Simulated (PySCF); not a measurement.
SnFCl, singlet: data card

Method: PBE0/[Sn def2-TZVP with ECP28, F def2-TZVP, Cl def2-TZVP], scalar-relativistic core potentials, density fitting, no spin–orbit coupling, PySCF.

The structure is a minimum.

Z-matrix (Å, degrees; charge 0 multiplicity 1):
```
Sn
F  1 1.9352
Cl 1 2.3605 2 96.95
```

| Property | Result |
| --- | --- |
| Point group | Cs |
| Bond lengths | Sn–Cl 2.360 Å, Sn–F 1.935 Å |
| Bond angles | Cl–Sn–F 96.9° |
| Dipole moment | 3.50 D |
| Heat capacity Cp at 298.15 K | 52.1 J/(mol K) |
| Zero-point energy | 6.6 kJ/mol |
| Enthalpy at 298.15 K above 0 K | 12.94 kJ/mol |
| Principal quadrupole moments (Buckingham, traceless) about the centre of mass | -7.46, -0.11, 7.57 D Å |
| Rotational constants | 0.2984, 0.1011, 0.07551 cm⁻¹ |
| Highest occupied level | -8.30 eV |
| Entropy at 298.15 K and 1 bar | 299.8 J/(mol K) |
| Atomisation energy without zero-point energy | 877 kJ/mol |
| Principal polarisabilities | 37.7, 42.5, 63.8 bohr³ |
| Rotational symmetry number | 1 |
| Lowest empty level | -2.95 eV |

Harmonic modes (masses in u: Sn 119.902, F 18.998, Cl 34.969):
```
symmetry  ω (cm⁻¹)  IR (km/mol)  μ (u)     type
      a'       157          6.7  24.13     bend
      a'       354         79.8  41.98  stretch
      a'       594          104  21.50  stretch
```

Charges (e):
```csv
atom,Mulliken,Löwdin,polar tensor,Mayer order to Sn1
Sn1,0.87,0.32,1.27,–
F2,-0.48,-0.30,-0.65,0.84
Cl3,-0.39,-0.02,-0.62,1.01
```

Mulliken populations on Sn1 (electrons outside its core potential): s 3.88, p 7.01, d 10.17, f 0.07.

Outer orbital energies (eV). occupied: -22.27, -13.96, -11.20, -11.02, -10.83, -9.20, -9.05, -8.30; empty: -2.95, -0.80, -0.35, 2.65.

Counting electrons, tin keeps 2 of its valence electrons outside its bonds, so the VSEPR class is AX2E1 and the expected shape is bent; with unlike ligands the computed point group is Cs.

Only a few start shapes were tried, so a lower isomer may exist.

The final relaxation and frequency run took 26 s on 4 threads of a shared Arm Neoverse V2 host, with 118 basis functions and 15 gradients; the process peaked at 1.1 GiB. Launch command: `OMP_NUM_THREADS=4 python axn.py task.json out`.
